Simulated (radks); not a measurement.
Problem. These are the eigenvalues of the occupied orbitals of an atom or ion with whole-number occupations (eV). Method: Dirac Kohn-Sham, BLYP, spin-unpolarised, spherical densities, finite nucleus; Fermi nuclear charge, rms radius of each element as measured or else 0.836 A^(1/3) + 0.57 fm; computed with a radial shooting solver on a logarithmic mesh with Libxc functionals.

orbital  eigenvalue
1s1/2     -848.7410
2s1/2      -49.9971
2p1/2      -26.8695
2p3/2      -26.7504
3p1/2       -1.3188

Which element is it, and in what charge state? The configuration may be excited. Open shells, if any, fill j = l - 1/2 first.

Solution. Z = 10, neon, charge 0: Ne in [He] 2s2 2p5 3p1. The list shows which subshells hold electrons but not how many an open one holds; the 1s level, -31.191 hartree, gives Z - s = 7.9 by -(Z - s)^2/2, which with screening and relativity narrows Z to a few neighbours, and the depths of the outer levels then fix element, charge and occupations together.
